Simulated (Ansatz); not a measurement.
Geometry optimisation, UKS PBE/def2-SVP in Ansatz.

Input:

```yaml
crystal:
  periodic: [false, false, false]
  atoms:
    - { symbol: C, position_ang: [-1.024, 1.3096, -0.3542] }
    - { symbol: Sb, position_ang: [0.3519, -0.0516, -1.1882] }
    - { symbol: C, position_ang: [1.2956, -0.3015, 0.7152] }
    - { symbol: S, position_ang: [-1.0676, -1.9362, -0.778] }
    - { symbol: H, position_ang: [-0.5638, 2.3139, -0.1845] }
    - { symbol: H, position_ang: [-1.4908, 0.9713, 0.5796] }
    - { symbol: H, position_ang: [-1.8677, 1.5136, -1.0902] }
    - { symbol: H, position_ang: [0.6052, -0.4477, 1.5126] }
    - { symbol: H, position_ang: [2.0082, -1.1645, 0.7264] }
    - { symbol: H, position_ang: [1.9207, 0.6072, 0.9893] }
    - { symbol: H, position_ang: [-0.1023, -2.8712, -0.9075] }
magnetization:
  spin_polarized: true
basis:
  gaussian: { orbitals: def2-SVP }
hamiltonian:
  xc: pbe
relax:
  f_tol: 0.02
  max_steps: 40
```

Launched with:

```bash
$ ansatz run input.yaml --threads 2 --pin off --max-ram 3072MiB --backend cpu --events-out ev --progress --plain --runs-dir out
```

Q: Where does it end, and by what steps?

A: It converged. The force dipped under the threshold on the way, but the program's further checks kept it going. After 13 steps the energy has fallen by 0.319 eV; H11 moved furthest, 1.01 Å.

```
step  energy less start (eV)  largest force component (eV/Å)  accepted
   0                  0.0000                           2.551       yes
   1                 -0.2025                           0.673       yes
   2                 -0.2621                           0.276       yes
   3                 -0.2890                           0.227       yes
   4                 -0.3045                           0.069       yes
   5                 -0.3097                           0.169       yes
   6                 -0.3157                           0.090       yes
   7                 -0.3164                           0.136       yes
   8                 -0.3170                           0.103       yes
   9                 -0.3180                           0.020       yes
  10                 -0.3184                           0.004       yes
  11                 -0.3185                           0.023       yes
  12                 -0.3184                           0.053        no
  13                 -0.3185                           0.004       yes
```

```xyz
11
Properties=species:S:1:pos:R:3
C -1.064 1.281 -0.402
Sb 0.425 -0.202 -1.035
C 1.456 -0.195 0.903
S -1.003 -2.173 -0.525
H -0.570 2.268 -0.306
H -1.502 0.989 0.572
H -1.864 1.343 -1.163
H 0.722 -0.309 1.725
H 2.179 -1.032 0.935
H 1.999 0.764 1.020
H -0.713 -2.790 -1.704
```

Whether the end is a true minimum wasn't checked by a vibrational analysis.

Run time: 84 s on 2 threads of Arm Neoverse N1, on a shared host, peak memory 0.18 GiB.
